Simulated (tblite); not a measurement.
HTe (SMILES [TeH]), doublet, geometry from GFN2-xTB; GFN1-xTB in tblite.

The tblite input:
```
$ tblite run mol.xyz --method gfn1 --charge 0 --spin 1 --efield 0,0,0.1 --json tblite.json --no-restart

# file mol.xyz
2

Te    -0.00000000    -0.00000000    -0.03110694
H      0.00000000     0.00000000     1.61756080
```

It wrote (shortened):

```
xTB calculator
 | screened Coulomb repulsion
 | Coulomb electrostatics
 |  * isotropic Klopman-Ohno-Mataga-Nishimoto electrostatics
 |  * onsite third-order electrostatics
 | DFT-D3(BJ) dispersion correction
 | Interactions (1)
 | [1] electric field

halogen bonding energy    0.0000000000000E+00 Eh
repulsion energy          5.5421185805225E-03 Eh
dispersion energy        -1.7066741526249E-04 Eh
interaction energy        0.0000000000000E+00 Eh
number of electrons       7.0000000000000E+00 e
integral cutoff           2.5289693214950E+01 bohr

------------------------------------------------------------
  cycle        total energy    energy error   density error
------------------------------------------------------------
      1     -4.255962169688  -4.2613336E+00   8.5610691E-02
      2     -4.256711951944  -7.4978226E-04   4.3690512E-02
      3     -4.256735458919  -2.3506974E-05   1.1462882E-02
      4     -4.256741221178  -5.7622593E-06   1.2217084E-04
      5     -4.256741223044  -1.8664936E-09   2.4758176E-06
------------------------------------------------------------

electronic energy        -4.2621126742096E+00 Eh
total energy             -4.2567412230444E+00 Eh

Post processing:
 | Mayer-Wiberg bond orders

[Info] JSON dump of results written to 'tblite.json'
```
